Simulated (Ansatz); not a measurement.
Reaction (ligand exchange at the Sb–C bond): `[SiH3][CH](S)[SbH2]` + H₂S → `[SH][SbH2]` + `[SiH3]CS`

Program: Ansatz. Geometries: PBE0-D4/def2-TZVP. ΔE: electronic, gas phase. CCSD(T)/CBS is the MP2 limit (def2-TZVPP, def2-QZVPP) plus CCSD(T) − MP2 in def2-TZVPP, frozen cores. This one scheme is used for every species. DFT in def2-TZVPP. def2 core potentials past Kr. For Sb outer-core shells are correlated without core-valence functions, which leaves a few kJ/mol of doubt a bond. Each species was taken in one conformer, which may not be the lowest.

`[SiH3][CH](S)[SbH2]`:

```xyz
11

Si   -0.482   -1.386   -0.847
C     0.521    0.077   -0.222
S    -0.012    1.547   -1.117
Sb    0.343    0.164    1.950
H     0.147   -2.640   -0.353
H    -0.516   -1.406   -2.333
H    -1.871   -1.295   -0.328
H     1.581   -0.122   -0.411
H     0.410    2.482   -0.248
H     1.088    1.705    2.023
H    -1.208    0.873    1.887
```

H₂S:

```xyz
3

S     0.397    0.222   -0.421
H    -0.472    0.791    0.427
H     0.076   -1.013   -0.006
```

`[SH][SbH2]`:

Z-matrix (Å, degrees):
```
Sb
S 1 2.426
H 1 1.710 2 94.5
H 1 1.710 2 94.3 3 90.8
H 2 1.342 1 93.1 3 133.7
```

`[SiH3]CS`:

Z-matrix (Å, degrees):
```
Si
C 1 1.878
H 1 1.489 2 110.7
H 1 1.484 2 109.8 3 121.0
H 1 1.488 2 108.8 3 -119.4
S 2 1.813 1 111.4 3 177.0
H 2 1.092 1 112.3 3 52.0
H 2 1.093 1 109.3 3 -67.0
H 6 1.343 2 97.3 1 -50.2
```

(1) Is it downhill or uphill in electronic energy at CCSD(T)/CBS, and by how much? (An estimate is asked.)

(2) What do these levels give: LDA (SPW92), BLYP-D4, B97M-V, CAM-B3LYP-D4, revPBE, BLYP, BHLYP, HF/def2-SVP, CCSD(T)/def2-SVP, MP2/def2-TZVPP, HF/def2-QZVPP, HF/CBS(def2)? (Estimate.)

Largest T1 diagnostic among the species: 0.013.

Answers

(1) Ansatz gave: Downhill: ΔE = -59.7 kJ/mol.

(2) The calculation gave: LDA (SPW92) -64.3, BLYP-D4 -68.2, B97M-V -73.8, CAM-B3LYP-D4 -69.6, revPBE -81.0, BLYP -83.6, BHLYP -82.1, HF/def2-SVP -84.2, CCSD(T)/def2-SVP -58.9, MP2/def2-TZVPP -52.2, HF/def2-QZVPP -87.3, HF/CBS(def2) -87.4 kJ/mol.

Leaving LDA and LC-ωPBE aside and taking each functional with its dispersion term where it has one, the values, not all of them listed here, spread over 8.0 kJ/mol, from B97M-V to PBE-QIDH. LDA lies +12.0 kJ/mol from PBE without D4. The D4 term adds +12.7 kJ/mol with B3LYP and +7.0 kJ/mol with PBE0; it sums over pairs of atoms, weighted by their polarisabilities, and B3LYP, whose exchange is more repulsive, gets the larger term. In def2-TZVPP, CCSD(T) changes the Hartree–Fock value by +30.0 kJ/mol (the triples alone add +3.8 kJ/mol) and MP2 by +34.6 kJ/mol.

B3LYP here is the variant with VWN-RPA as its local correlation; programs differ in this.
